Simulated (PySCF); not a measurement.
CH7Si2, SMILES [SiH3][CH][SiH3], multiplicity 2.

Geometry: ωB97X-D3(BJ)/def2-SVP. The isomer is the one that the SMILES or the coordinates give; other isomers of the formula were not compared.

Computed with ωB97X-D3(BJ)/def2-SVP (PySCF 2.14.0).

Frequencies are harmonic and unscaled.

```
mode  ν (cm⁻¹)  IR (km/mol)  moving atoms (share of kinetic energy)
----  --------  -----------  --------------------------------------
1           43          0.0                                  H 99 %
2           53          0.2                          H 72 %, C 24 %
3          183          0.4                 Si 49 %, H 28 %, C 24 %
4          450          0.9                                  H 93 %
5          535          2.9                 Si 46 %, H 36 %, C 19 %
6          584          0.0                         H 90 %, Si 10 %
7          593          1.0                          H 91 %, Si 9 %
8          704        125.5                  H 65 %, C 26 %, Si 9 %
9          792         84.0                 H 54 %, C 34 %, Si 13 %
10         865         80.9                 C 40 %, H 39 %, Si 21 %
11         930        428.3                                  H 93 %
12         957          0.0                                  H 97 %
13         959         13.3                                  H 97 %
14         961         99.6                                  H 97 %
15         962         51.8                                  H 97 %
16         974         94.0                         H 90 %, Si 10 %
17        1114         66.2                          H 57 %, C 39 %
18        2230          0.0                                  H 96 %
19        2231        254.9                                  H 96 %
20        2235        177.1                                  H 98 %
21        2241         31.0                                  H 98 %
22        2256          0.3                                  H 97 %
23        2264        175.3                                  H 97 %
24        3173          0.0                                  H 92 %
```
